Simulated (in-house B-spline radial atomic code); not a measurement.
Ionising neutral titanium with different functionals

Computed with an all-electron radial atomic-structure program (B-spline basis): four-component Dirac-Coulomb Hamiltonian, Fermi nucleus of rms radius 3.5921 fm, spin-restricted, spherical fractional occupations for the functionals, and exact exchange of hybrids averaged over the configuration. The ionisation energy is the difference of two self-consistent energies, [Ar] 3d2 4s2 → [Ar] 3d2 4s1, without Breit or QED terms; ε is the level of the shell that loses the electron (mean over j).

| method | rung | ΔSCF (eV) | -ε(4s) (eV) |
| --- | --- | --- | --- |
| BHandHLYP | global hybrid | 6.81 | 5.50 |
| HSE06 | range-separated hybrid | 7.16 | 4.71 |
| CAM-B3LYP | range-separated hybrid | 7.05 | 5.99 |
| LC-wPBE | range-separated hybrid | 6.85 | 6.89 |

Q: Among the functionals, which spreads more, the ΔSCF values or the orbital energies?

A: The orbital energies: ΔSCF values span about 0.35 eV and the orbital energies 2.18 eV; here energy differences depend much less on the functional than eigenvalues do.

Q: How do they compare with the NIST value?

A: NIST lists 6.828 eV (measured, ground level to ground level). Errors run from -0.01 to +0.33 eV; BHandHLYP is closest (-0.01 eV), but part of that can be cancellation, since the calculations leave out Breit-QED terms, spin polarisation, the choice among j levels, multiplet and fine-structure energies.
